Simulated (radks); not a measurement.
Values are calculated unless marked as measured or tabulated.
Coulomb parameter of the 3d shell of the cobalt ion Co+ in the model configuration [Ar] 3d7 4s1, as a second difference U = [E(n + 0.5) + E(n - 0.5) - 2 E(n)] / (0.5)^2 with all orbitals relaxed. "Bare": the charge of the atom changes with n. "Screened": the 4s shell takes up the change at fixed total charge, which measures U(3d,3d) + U(4s,4s) - 2 U(3d,4s). Level of theory: scalar-relativistic Kohn-Sham, PBE, spin-unpolarised, spherical densities, point nucleus (a radial shooting solver on a logarithmic mesh with Libxc functionals).

| case | configuration | E - E(n) (eV) |
|---|---|---|
| start | [Ar] 3d7 4s1 | 0.000 |
| bare +0.5 | [Ar] 3d7.5 4s1 | -6.711 |
| bare -0.5 | [Ar] 3d6.5 4s1 | 10.402 |
| screened +0.5 | [Ar] 3d7.5 4s0.5 | -1.669 |
| screened -0.5 | [Ar] 3d6.5 4s1.5 | 2.568 |

U(bare) = 14.762 eV, U(screened by 4s) = 3.595 eV, against the Slater integral F0(3d,3d) = 24.388 eV with frozen orbitals.
